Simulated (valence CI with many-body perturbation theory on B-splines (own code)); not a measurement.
# Cd⁴¹⁺: calculated level list

Calculated by valence CI with perturbative core correlation (CI+MBPT): five valence electrons over a frozen Dirac-Fock core [He], a basis of 11 s, 11 p, 10 d, 8 f, 5 g, 2 h functions for each j, with the one-electron correlation potential Σ1, the two-electron term Σ2, the three-electron term Σ3, Breit, model QED; selected CI, second order for the rest, scaled by the run's own slope (own B-spline code, finite nucleus).

No measured spectrum was set against this ion. As an estimate, large intervals hold to a few tenths of a per cent, small ones and those within an open d or f shell to about a per cent. Among the levels kept, up to 7100 cm⁻¹ of a level comes from second order outside the variational space, and about a tenth of that is noise between levels of different J, which matters for small intervals.

Levels 1 to 45 of 205, with energies above the lowest level, (2s^2 2p1/2^2 2p3/2) J=3/2. "Leading %" is the weight of the configuration and term that name the level; weights of strongly mixed levels are sums over their largest components and can fall short. In the jj column 3d3/2^4 stands for four electrons in 3d with j = 3/2. Lifetimes count E1, E2, E3, M1 and M2 decay at the calculated energies, and are blank where another channel may lead or the interval is too uncertain; long ones can be off by a factor of two.

```tsv
No.	Configuration	Term	J	E (eV)	Leading %	g	Lifetime	Second component	Leading jj
1	2s²2p³	²P°	3/2	0.0	45	1.388		30 % 2s²2p³ ⁴S°	2s^2 2p1/2^2 2p3/2 (99 %)
2	2s²2p³	⁴S°	3/2	185.9	53	1.430	14.8 ns	46 % 2s²2p³ ²D°	2s^2 2p1/2 2p3/2^2 (99 %)
3	2s²2p³	²D°	5/2	204.0	100	1.185	84.0 ns		2s^2 2p1/2 2p3/2^2 (100 %)
4	2s²2p³	²P°	1/2	229.9	100	0.647	19.7 ns		2s^2 2p1/2 2p3/2^2 (100 %)
5	2s2p⁴	⁴P	5/2	371.3	78	1.498	9.74 ps	22 % 2s2p⁴ ²D	2s 2p1/2^2 2p3/2^2 (98 %)
6	2s²2p³	²P°	3/2	416.8	54	1.275	6.98 ns	29 % 2s²2p³ ²D°	2s^2 2p3/2^3 (99 %)
7	2s2p⁴	²S	1/2	429.1	56	2.164	2.56 ps	38 % 2s2p⁴ ⁴P	2s 2p1/2^2 2p3/2^2 (96 %)
8	2s2p⁴	²P	3/2	430.6	38	1.233	1.58 ps	36 % 2s2p⁴ ²D	2s 2p1/2^2 2p3/2^2 (95 %)
9	2s2p⁴	⁴P	3/2	576.7	73	1.508	2.90 ps	20 % 2s2p⁴ ²D	2s 2p1/2 2p3/2^3 (97 %)
10	2s2p⁴	²D	5/2	605.1	78	1.273	2.99 ps	22 % 2s2p⁴ ⁴P	2s 2p1/2 2p3/2^3 (98 %)
11	2s2p⁴	²P	1/2	634.8	58	1.459	1.14 ps	36 % 2s2p⁴ ⁴P	2s 2p1/2 2p3/2^3 (93 %)
12	2s2p⁴	²P	3/2	646.5	54	1.084	1.08 ps	44 % 2s2p⁴ ²D	2s 2p1/2 2p3/2^3 (98 %)
13	2s2p⁴	²S	1/2	838.6	38	1.669	1.22 ps	37 % 2s2p⁴ ²P	2s 2p3/2^4 (96 %)
14	2p⁵	²P°	3/2	852.0	99	1.320	1.02 ps		2p1/2^2 2p3/2^3 (99 %)
15	2p⁵	²P°	1/2	1055.8	100	0.647	776 fs		2p1/2 2p3/2^4 (100 %)
16	2s²2p²3s	⁴P	1/2	3552.0	50	2.032	35.1 fs	27 % 2s²2p²3s ²S	2s^2 2p1/2^2 3s (99 %)
17	2s²2p²3p	²P°	1/2	3608.1	42	0.660	3.45 ps	41 % 2s²2p²3p ⁴D°	2s^2 2p1/2^2 3p1/2 (99 %)
18	2s²2p²3p	²P°	3/2	3674.3	29	1.335	2.99 ps	24 % 2s²2p²3p ⁴D°	2s^2 2p1/2^2 3p3/2 (98 %)
19	2s²2p²3d	²D	3/2	3730.6	37	0.790	23.3 fs	35 % 2s²2p²3d ⁴F	2s^2 2p1/2^2 3d3/2 (98 %)
20	2s²2p²3s	⁴P	3/2	3742.1	88	1.667	53.1 fs	10 % 2s²2p²3s ²P	2s^2 2p1/2 2p3/2 3s (98 %)
21	2s²2p²3s	²P	1/2	3748.3	68	1.293	22.8 fs	32 % 2s²2p²3s ⁴P	2s^2 2p1/2 2p3/2 3s (99 %)
22	2s²2p²3s	²D	5/2	3751.8	20	1.252	5.58 fs	18 % 2s²2p²3d ²D	2s^2 2p1/2^2 3d5/2 (65 %)
23	2s²2p²3s	²D	5/2	3759.7	39	1.293	22.9 fs	26 % 2s²2p²3s ⁴P	2s^2 2p1/2 2p3/2 3s (65 %)
24	2s²2p²3s	²D	3/2	3761.2	61	0.995	24.0 fs	37 % 2s²2p²3s ²P	2s^2 2p1/2 2p3/2 3s (99 %)
25	2s²2p²3p	⁴P°	1/2	3797.8	45	1.704	4.26 ps	29 % 2s²2p²3p ⁴D°	2s^2 2p1/2 2p3/2 3p1/2 (99 %)
26	2s²2p²3p	⁴D°	3/2	3802.9	55	1.146	4.80 ps	23 % 2s²2p²3p ²D°	2s^2 2p1/2 2p3/2 3p1/2 (99 %)
27	2s²2p²3p	²F°	5/2	3813.7	43	1.095	3.57 ps	32 % 2s²2p²3p ²D°	2s^2 2p1/2 2p3/2 3p1/2 (98 %)
28	2s²2p²3p	²P°	3/2	3834.1	39	1.366	868 fs	26 % 2s²2p²3p ²D°	2s^2 2p1/2 2p3/2 3p1/2 (97 %)
29	2s²2p²3p	⁴D°	5/2	3856.5	50	1.430	1.27 ps	33 % 2s²2p²3p ⁴P°	2s^2 2p1/2 2p3/2 3p3/2 (94 %)
30	2s²2p²3p	⁴P°	1/2	3861.3	36	1.671	2.77 ps	32 % 2s²2p²3p ²P°	2s^2 2p1/2 2p3/2 3p3/2 (98 %)
31	2s²2p²3p	²D°	3/2	3866.6	51	1.189	2.61 ps	28 % 2s²2p²3p ⁴P°	2s^2 2p1/2 2p3/2 3p3/2 (98 %)
32	2s²2p²3p	²F°	7/2	3872.8	59	1.248	4.04 ps	40 % 2s²2p²3p ⁴D°	2s^2 2p1/2 2p3/2 3p3/2 (99 %)
33	2s²2p²3p	²P°	3/2	3877.9	39	1.382	290 fs	23 % 2s²2p²3p ⁴S°	2s^2 2p1/2 2p3/2 3p3/2 (92 %)
34	2s²2p²3p	²D°	5/2	3886.9	52	1.218	459 fs	19 % 2s²2p²3p ²F°	2s^2 2p1/2 2p3/2 3p3/2 (89 %)
35	2s²2p²3p	²P°	1/2	3899.2	83	0.672	470 fs	8 % 2s²2p²3p ⁴D°	2s^2 2p1/2 2p3/2 3p3/2 (96 %)
36	2s2p³3s	⁶S°	5/2	3903.7	38	1.660	101 fs	37 % 2s2p³3s ⁴P°	2s 2p1/2^2 2p3/2 3s (80 %)
37	2s2p³3s	⁴S°	3/2	3920.7	35	1.547	29.6 fs	29 % 2s2p³3s ²P°	2s 2p1/2^2 2p3/2 3s (90 %)
38	2s²2p²3d	⁴F	3/2	3921.6	42	0.936	13.3 fs	31 % 2s²2p²3d ²P	2s^2 2p1/2 2p3/2 3d3/2 (97 %)
39	2s²2p²3d	⁴F	5/2	3923.5	55	0.977	29.7 fs	37 % 2s²2p²3d ²F	2s^2 2p1/2 2p3/2 3d3/2 (96 %)
40	2s²2p²3d	⁴D	1/2	3924.7	80	0.228	27.0 fs	14 % 2s²2p²3d ²P	2s^2 2p1/2 2p3/2 3d3/2 (99 %)
41	2s²2p²3d	⁴F	7/2	3934.2	59	1.126	302 fs	30 % 2s²2p²3d ²G	2s^2 2p1/2 2p3/2 3d3/2 (60 %)
42	2s²2p²3d	⁴D	7/2	3937.1	46	1.243	267 fs	37 % 2s²2p²3d ²F	2s^2 2p1/2 2p3/2 3d5/2 (66 %)
43	2s²2p²3d	⁴P	5/2	3940.4	34	1.216	3.87 fs	33 % 2s²2p²3d ²F	2s^2 2p1/2 2p3/2 3d3/2 (58 %)
44	2s²2p²3d	⁴D	3/2	3944.1	39	1.095	6.08 fs	35 % 2s²2p²3d ²D	2s^2 2p1/2 2p3/2 3d5/2 (54 %)
45	2s²2p²3d	⁴P	3/2	3950.9	42	1.439	3.13 fs	28 % 2s²2p²3d ²P	2s^2 2p1/2 2p3/2 3d3/2 (48 %)
```

The ionisation energy to 2s²2p² ³P0 of the next ion comes out as 6462.6 eV (NIST: 6460 ± 40 eV (semi-empirical)). All 205 levels together are meant to be complete up to 4473.0 eV.
